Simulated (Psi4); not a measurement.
Psi4 was given this input:
```
memory 2 GB

molecule {
0 1
  Te   -0.00025927    0.04373338    0.00203842
  H    -1.13139252   -1.14269398   -0.07705391
  H     1.14487465   -1.13144164   -0.02894369
}

set basis 3-21g
set scf_type pk

energy('scf')
print_variables()
```

Problem. Estimate the total energy that HF/3-21G (Psi4) returns for this input.

Solution. -6584.3189 Eh

Problem. Give the nuclear repulsion energy at the level HF/3-21G.

Solution. 33.7668 Eh

Problem. Give the dipole moment at the level HF/3-21G.

Solution. 0.66 D

Problem. What is the computed number of basis functions (HF/3-21G)?

Solution. 37
